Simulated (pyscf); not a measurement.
PySCF, gas phase, ωB97X-D3(BJ)/def2-SVP geometries. Singlets are restricted, triplets unrestricted.

Singlet (Å):
```xyz
6

F      1.4418     0.6625    -1.6181
C      0.8444     0.9959    -0.5119
Si     0.7343    -0.5546     0.6492
F     -0.8179    -0.7941     0.9638
F      1.3529    -1.9264     0.0914
F      1.4926    -0.1755     2.0081
```

Triplet (Å):
```xyz
6

F      1.5155    -1.4389    -1.2034
C      1.2704    -0.1986    -0.9147
Si    -0.0890     0.5951     0.0049
F     -1.5223     0.3434    -0.6655
F     -0.1915     0.0923     1.5226
F      0.2115     2.1643     0.0033
```

Question: For these two minima of `[F][C][Si]([F])([F])[F]`, which spin state lies lower at ωB97X-D3(BJ)/def2-TZVP, and by how much (electronic energies)?

Answer: The triplet, by 0.28 eV. Zero-point energy shifts E(triplet) − E(singlet) by +0.02 eV. The 7 functionals that were run give -0.72 (r²SCAN) to -0.20 eV (ωB97M-D3(BJ)). Other isomers of F–C:–Si(F)(F)–F [triplet] were not searched in full and may lie lower. 

E(triplet) − E(singlet) by level (eV):

```csv
level,gap
ωB97X-D3(BJ)/def2-TZVP,-0.28
PBE/def2-TZVP,-0.41
r²SCAN/def2-TZVP,-0.72
B3LYP-D3(BJ)/def2-TZVP,-0.36
PBE0-D3(BJ)/def2-TZVP,-0.56
M06-2X/def2-TZVP,-0.42
ωB97M-D3(BJ)/def2-TZVP,-0.20
HF/def2-TZVP,-1.17
```

The triplet is the lowest one reached from the SCF start used. A restricted singlet here is unstable towards spin polarisation, as is usual where a triplet lies low; its energy is less safe.
